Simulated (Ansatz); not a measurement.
Cost and result for the atomization energy of `CO[SiH](N)O` (12 atoms, 11 bonds).

Cartesian coordinates in Å:
```
C 0.3418 0.5738 1.9125
O -0.0342 -0.3756 0.9413
Si 0.1517 -0.1613 -0.6666
N -0.6056 -1.3830 -1.5756
O -0.5172 1.3073 -0.9773
H -0.1960 1.5166 1.7754
H 0.1003 0.1694 2.8972
H 1.4186 0.7778 1.8783
H 1.5918 -0.1914 -1.0307
H -1.5870 -1.5793 -1.4559
H -0.0920 -2.2197 -1.8003
H -0.5722 1.5652 -1.8982
```

Charge 0, multiplicity 1. All single points use the PBE0-D4/def2-TZVP geometry. It is one conformer, not always the lowest. Program: Ansatz. All runs use 4 threads of an Arm Neoverse V1 on a shared host. Times are those of one run each, without the atoms' runs, and a repeat can differ threefold. Electronic energies, without spin–orbit coupling; frozen cores. CCSD(T)/CBS adds CCSD(T) − MP2 in def2-TZVPP to the MP2 limit, and its time is that of the two runs behind it. T1 = 0.011.

CCSD(T)/CBS is a level of theory with its own doubt, some kJ/mol a heavy atom from the limit and from the frozen cores, so smaller differences don't rank the functionals.

```
                           level  functions  wall time
              BLYP-D4/def2-TZVPP        264      2.2 s
              PBE0-D4/def2-TZVPP        264        3 s
             BHLYP-D4/def2-TZVPP        264      3.2 s
           r2SCANh-D4/def2-TZVPP        264      5.5 s
               B2PLYP/def2-TZVPP        264        6 s
             PBE-QIDH/def2-TZVPP        264      6.5 s
                CCSD(T)/def2-SVP        109        7 s
              ωB97X-V/def2-TZVPP        264        8 s
               B97M-V/def2-TZVPP        264       10 s
ωB97M-V/def2-TZVPP (with forces)        264       12 s
                  MP2/def2-QZVPP        508       39 s
              CCSD(T)/def2-TZVPP        264    4.1 min
               CCSD(T)/CBS(def2)          –    4.8 min
```

Task: What atomization energy does each give, and how far from CCSD(T)/CBS? (Estimate.)

Result: Computed: 
| level | atomization (kJ/mol) | difference from CCSD(T)/CBS | per bond |
| --- | --- | --- | --- |
| BLYP-D4/def2-TZVPP | 4551.3 | -18.7 | -1.7 |
| PBE0-D4/def2-TZVPP | 4517.3 | -52.7 | -4.8 |
| BHLYP-D4/def2-TZVPP | 4408.2 | -161.8 | -14.7 |
| r2SCANh-D4/def2-TZVPP | 4511.2 | -58.8 | -5.3 |
| B2PLYP/def2-TZVPP | 4507.3 | -62.7 | -5.7 |
| PBE-QIDH/def2-TZVPP | 4492.4 | -77.6 | -7.0 |
| CCSD(T)/def2-SVP | 4212.5 | -357.5 | -32.5 |
| ωB97X-V/def2-TZVPP | 4566.2 | -3.8 | -0.3 |
| B97M-V/def2-TZVPP | 4546.7 | -23.3 | -2.1 |
| ωB97M-V/def2-TZVPP (with forces) | 4571.0 | 1.0 | 0.1 |
| MP2/def2-QZVPP | 4594.4 | 24.4 | 2.2 |
| CCSD(T)/def2-TZVPP | 4431.4 | -138.6 | -12.6 |
| CCSD(T)/CBS(def2) | 4570.0 | 0.0 | 0.0 |

At CCSD(T), def2-SVP lies −357.5 kJ/mol from the extrapolated value and def2-TZVPP −138.6 kJ/mol: correlation converges slowly with the basis, and small sets miss more of it in the bonded molecule than in its fragments. In def2-TZVPP, CCSD(T) changes the Hartree–Fock value by +1197.7 kJ/mol (the triples alone add +62.9 kJ/mol) and MP2 by +1277.3 kJ/mol; breaking electron pairs costs correlation energy, which Hartree–Fock lacks. The D4 term adds +35.1 kJ/mol with B3LYP and +18.4 kJ/mol with PBE0; it sums over pairs of atoms, weighted by their polarisabilities, and B3LYP, whose exchange is more repulsive, gets the larger term.

B3LYP here is the variant with VWN-RPA as its local correlation; programs differ in this.
